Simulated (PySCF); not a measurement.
# From a computed spectrum to the compound

A species of 8 atoms with charge -1 has these harmonic modes (PBE0, small Gaussian bases with core potentials, PySCF 2.14.0):

| cm⁻¹ | km/mol | symmetry |
| --- | --- | --- |
| 49 | 12.3 |  |
| 68 | 2.1 |  |
| 80 | 25.2 |  |
| 90 | 7.1 |  |
| 110 | 0.2 |  |
| 136 | 1.4 |  |
| 241 | 56.7 |  |
| 250 | 124.3 |  |
| 271 | 55.8 |  |
| 281 | 10.0 |  |
| 332 | 122.3 |  |
| 380 | 60.1 |  |
| 1114 | 104.5 |  |
| 1627 | 9.6 |  |
| 1681 | 39.6 |  |
| 3442 | 89.3 |  |
| 3550 | 24.6 |  |
| 3612 | 3.4 |  |

Which species is it, and in which structure?

[PbCl3(NH3)]− (singlet):
```xyz
8

Pb   -0.3489   -0.2016    0.0282
Cl    0.2607    2.1766    0.9422
Cl    0.7952   -1.6786    1.8406
Cl    1.4553   -0.3114   -1.8691
N    -0.9507    2.0378   -2.2067
H    -0.6149    2.5637   -1.3941
H    -0.1231    1.5297   -2.5329
H    -1.1841    2.7197   -2.9274
```
Ideal gas at 298.15 K and 1 bar: S = 441.1 J/(mol K), Cp = 126.1 J/(mol K), H − H(0 K) = 28.7 kJ/mol (rigid rotor, harmonic modes, spin degeneracy alone; the modes under 60 cm⁻¹ make these uncertain). 
 Other answers can fit too; this one was computed.
